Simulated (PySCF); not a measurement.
H₅NOSiTe, SMILES [Te](N)O[SiH3]. Atoms are numbered in the order given.

```xyz
9

Te    -0.6012     0.0467     0.5869
N     -0.6596     1.9729     0.0011
H      0.0258     2.5804     0.4467
H     -0.6809     2.1216    -1.0061
O      1.2289    -0.5557    -0.0586
Si     1.5505    -0.9500    -1.6489
H      0.7674    -2.1400    -2.1000
H      3.0065    -1.2463    -1.7507
H      1.2224     0.1889    -2.5643
```
Charge 0, spin multiplicity 1.

Coordinates come from a B3LYP-D3(BJ)/def2-SVP optimisation. The def2 effective core potentials stand for the cores of Te; spin–orbit coupling is left out. One conformer was computed; it need not be the lowest.

The numbers are results of B3LYP-D3(BJ)/def2-SVP run with PySCF, not measurements.

Frequencies are harmonic and unscaled.

| mode | ν (cm⁻¹) | IR (km/mol) | Raman (Å⁴/amu) | depolarisation | moving atoms (share of kinetic energy) |
|---|---|---|---|---|---|
| 1 | 55 | 0.2 | 0.9 | 0.60 | H 32 %, N 31 %, O 18 %, Si 14 % |
| 2 | 87 | 0.2 | 0.5 | 0.62 | H 79 %, N 13 % |
| 3 | 132 | 0.7 | 0.3 | 0.21 | Si 40 %, O 29 %, H 18 %, Te 12 % |
| 4 | 202 | 15.2 | 4.6 | 0.68 | O 43 %, N 26 %, H 18 %, Te 12 % |
| 5 | 435 | 39.0 | 7.8 | 0.52 | H 84 % |
| 6 | 468 | 136.6 | 15.4 | 0.44 | O 43 %, H 26 %, Te 12 %, N 11 % |
| 7 | 488 | 133.7 | 16.8 | 0.11 | N 43 %, H 38 %, O 13 % |
| 8 | 684 | 26.2 | 13.2 | 0.31 | H 49 %, N 42 % |
| 9 | 725 | 60.5 | 14.6 | 0.62 | H 81 %, Si 9 %, O 8 % |
| 10 | 734 | 49.2 | 9.4 | 0.28 | H 77 %, O 12 %, Si 10 % |
| 11 | 903 | 335.4 | 1.6 | 0.73 | O 71 %, Si 26 % |
| 12 | 909 | 7.4 | 2.8 | 0.75 | H 92 % |
| 13 | 946 | 78.8 | 26.7 | 0.75 | H 96 % |
| 14 | 959 | 115.6 | 19.9 | 0.72 | H 95 % |
| 15 | 1000 | 271.9 | 17.2 | 0.75 | H 92 % |
| 16 | 1539 | 12.7 | 4.8 | 0.65 | H 92 %, N 8 % |
| 17 | 2186 | 134.8 | 73.5 | 0.35 | H 96 % |
| 18 | 2206 | 123.1 | 135.0 | 0.22 | H 97 % |
| 19 | 2235 | 143.9 | 230.8 | 0.23 | H 97 % |
| 20 | 3518 | 18.2 | 134.3 | 0.13 | H 96 % |
| 21 | 3629 | 34.0 | 65.4 | 0.74 | H 91 %, N 9 % |
